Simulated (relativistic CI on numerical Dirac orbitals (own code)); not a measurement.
## Slater and spin-orbit integrals, Nb XXXVII

These numbers are calculated, not measured: Dirac-Coulomb-Breit CI, orbitals from a KLI potential per configuration, model QED (radiative potential, 1s self-energy scaled to tabulated hydrogen-like ionisation energies), unscaled Slater integrals (own radial code, finite nucleus).

Slater integrals F^k, G^k are unscaled and averaged over j, outside the closed core 1s2; ζ comes from projecting the Hamiltonian with its Breit term on Σ l·s of the shell.

- 2s2.2p: ζ(2p) = 586230 cm⁻¹; <r>(2p) = 0.1272, <r^2>(2p) = 0.01956 (bohr units).
- 2s.2p2: F^2(2p,2p) = 749340, G^1(2s,2p) = 788970, ζ(2p) = 582790 cm⁻¹; <r>(2s) = 0.1483, <r^2>(2s) = 0.0258, <r>(2p) = 0.1274, <r^2>(2p) = 0.0196 (bohr units).
- 2p3: F^2(2p,2p) = 747690, ζ(2p) = 579430 cm⁻¹; <r>(2p) = 0.1276, <r^2>(2p) = 0.01969 (bohr units).

Averages of the first 10 configurations, taken without configuration mixing, which lowers the lowest level and can move excited configurations by several eV; other configurations of the list can lie among them:

```
Configuration  Parity  States  Average energy above the lowest level (eV)
       2s2.2p     odd       6                                        77.7
       2s.2p2    even      30                                       258.4
          2p3     odd      20                                       471.4
       2p2.3s    even      30                                      3166.1
       2p2.3p     odd      90                                      3222.1
       2p2.3d    even     150                                      3269.2
       2s2.3s    even       2                                      2816.1
       2s2.3p     odd       6                                      2877.0
       2s2.3d    even      10                                      2924.3
     2s.2p.3s     odd      24                                      2974.8
```
